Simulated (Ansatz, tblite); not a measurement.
Forces on Ge20H28, a nanocrystal cut from cubic germanium at its PBE-D4/def2-SVP geometry. Charge 0, multiplicity 1.

The xTB rows come from tblite. Single mean-field runs in def2-TZVP are fitted with def2-universal-jkfit.

GFN2-xTB (tblite), largest force 0.49 eV/Å:

```xyz
48
positions Å, forces eV/Å
Ge   -1.152   -2.881    3.311    0.048    0.082    0.057
Ge    2.083   -3.188   -2.574    0.128   -0.051    0.209
Ge   -0.206    0.456   -3.958    0.009    0.043   -0.056
Ge   -3.079    0.584    2.395   -0.213    0.128    0.025
Ge   -2.607    2.121   -1.259   -0.313    0.069    0.056
Ge   -0.631   -1.179   -0.271   -0.210   -0.443   -0.033
Ge    2.378   -1.130    2.294   -0.114    0.008    0.274
Ge    2.810    0.579   -1.256    0.264   -0.140   -0.172
Ge    0.371    2.328    1.402   -0.112    0.270    0.257
Ge    0.854    3.885   -2.289    0.012   -0.012   -0.031
Ge    0.293   -3.357   -0.916    0.121   -0.020   -0.270
Ge   -2.229   -1.555    1.556   -0.063   -0.197    0.275
Ge    0.906   -1.834    4.117    0.030   -0.213   -0.128
Ge   -1.748   -0.013   -2.113   -0.100    0.086   -0.366
Ge    3.792   -1.555   -1.948   -0.077   -0.033   -0.072
Ge    1.699    1.737   -3.108    0.011    0.213   -0.130
Ge   -4.206    1.748    0.558   -0.005   -0.002    0.035
Ge   -1.268    2.022    3.197   -0.053    0.032    0.033
Ge   -0.729    3.483   -0.463    0.118    0.260   -0.157
Ge    1.223    0.185    0.577    0.464    0.018    0.164
H    -2.136   -3.086    4.501    0.256   -0.130   -0.328
H    -0.810   -4.287    2.734   -0.185    0.285    0.280
H     2.748   -4.586   -2.761   -0.236    0.368   -0.134
H     1.463   -2.777   -3.939    0.212   -0.264    0.282
H    -0.951    1.310   -5.030    0.225   -0.360    0.157
H     0.264   -0.862   -4.640   -0.196    0.374   -0.013
H    -4.092    0.324    3.556    0.160    0.046   -0.167
H    -3.304    2.885   -2.431    0.121   -0.115    0.178
H     2.954   -2.401    1.602    0.024    0.354    0.197
H     3.583   -0.320    2.857   -0.193   -0.330   -0.229
H     3.951    1.507   -0.726   -0.196   -0.130   -0.068
H     1.572    3.191    1.906   -0.182   -0.149   -0.091
H     0.136    4.649   -3.442    0.295   -0.031    0.305
H     2.033    4.770   -1.787   -0.348   -0.094   -0.251
H    -0.847   -4.279   -1.444    0.312    0.130    0.291
H     0.868   -4.021    0.371   -0.253    0.032   -0.315
H    -3.441   -2.365    0.990    0.190    0.140    0.065
H     1.667   -2.833    5.040   -0.215    0.391   -0.099
H     0.540   -0.589    4.974    0.180   -0.394   -0.080
H    -2.944   -0.885   -2.615    0.193    0.131    0.096
H     4.763   -1.328   -3.145   -0.107   -0.121    0.406
H     4.626   -2.127   -0.765   -0.069    0.142   -0.411
H     2.723    1.978   -4.263   -0.162   -0.042    0.166
H    -5.409    0.903    0.045    0.192    0.356    0.170
H    -4.759    3.118    1.055   -0.048   -0.384   -0.178
H    -1.860    3.413    3.580    0.220   -0.389    0.073
H    -0.598    1.422    4.468   -0.210    0.309   -0.197
H    -1.295    4.844    0.056    0.078   -0.218   -0.075
```

PBE-D4/def2-TZVP (Ansatz), largest force 0.08 eV/Å:

```
Ge -0.007 -0.044 0.004
Ge 0.002 -0.034 -0.042
Ge -0.011 -0.012 -0.056
Ge -0.015 0.009 0.012
Ge -0.001 0.010 -0.025
Ge -0.007 -0.005 0.012
Ge 0.031 -0.022 -0.003
Ge 0.018 0.020 0.001
Ge 0.009 0.022 0.004
Ge 0.004 0.038 -0.021
Ge 0.001 -0.033 0.020
Ge -0.025 -0.007 -0.005
Ge 0.017 0.003 0.051
Ge -0.022 -0.001 -0.011
Ge 0.041 -0.013 0.014
Ge 0.003 0.011 -0.018
Ge -0.039 0.020 0.003
Ge 0.002 0.028 0.051
Ge -0.014 0.016 0.017
Ge 0.010 -0.001 -0.010
H 0.043 0.008 -0.046
H -0.013 0.059 0.030
H -0.031 0.066 0.006
H 0.027 -0.015 0.053
H 0.040 -0.043 0.049
H -0.022 0.064 0.034
H 0.039 0.007 -0.042
H 0.021 -0.030 0.043
H -0.018 0.052 0.028
H -0.050 -0.033 -0.020
H -0.040 -0.033 -0.019
H -0.041 -0.035 -0.016
H 0.035 -0.027 0.048
H -0.045 -0.035 -0.018
H 0.048 0.037 0.019
H -0.027 0.023 -0.051
H 0.043 0.028 0.020
H -0.037 0.048 -0.041
H 0.012 -0.050 -0.033
H 0.045 0.027 0.018
H -0.040 -0.013 0.048
H -0.034 0.020 -0.054
H -0.036 -0.012 0.044
H 0.047 0.031 0.019
H 0.017 -0.059 -0.021
H 0.027 -0.071 -0.015
H -0.033 0.029 -0.063
H 0.025 -0.047 -0.019
```

PBE0-D4/def2-TZVP (Ansatz), largest force 0.27 eV/Å:

```
Ge -0.032 -0.098 0.016
Ge -0.003 -0.067 -0.102
Ge -0.026 -0.023 -0.108
Ge -0.047 0.001 0.045
Ge -0.015 0.035 -0.070
Ge 0.003 -0.002 0.026
Ge 0.093 -0.035 -0.022
Ge 0.050 0.053 0.031
Ge 0.052 0.047 0.008
Ge 0.015 0.086 -0.038
Ge -0.024 -0.080 0.058
Ge -0.061 -0.034 -0.037
Ge 0.031 0.020 0.115
Ge -0.064 -0.029 -0.014
Ge 0.101 -0.019 0.020
Ge 0.034 0.020 -0.051
Ge -0.088 0.036 0.000
Ge 0.005 0.058 0.098
Ge -0.038 0.055 0.042
Ge 0.007 -0.014 -0.021
H 0.160 0.041 -0.187
H -0.050 0.225 0.090
H -0.109 0.233 0.037
H 0.100 -0.063 0.214
H 0.127 -0.139 0.183
H -0.080 0.228 0.123
H 0.168 0.038 -0.189
H 0.108 -0.127 0.190
H -0.091 0.196 0.103
H -0.200 -0.123 -0.083
H -0.183 -0.149 -0.083
H -0.192 -0.145 -0.079
H 0.115 -0.126 0.185
H -0.184 -0.147 -0.071
H 0.183 0.152 0.074
H -0.088 0.106 -0.195
H 0.195 0.129 0.090
H -0.126 0.162 -0.158
H 0.055 -0.197 -0.135
H 0.197 0.136 0.081
H -0.163 -0.037 0.185
H -0.136 0.089 -0.187
H -0.165 -0.043 0.191
H 0.197 0.125 0.078
H 0.092 -0.220 -0.079
H 0.096 -0.235 -0.068
H -0.116 0.100 -0.224
H 0.097 -0.218 -0.084
```
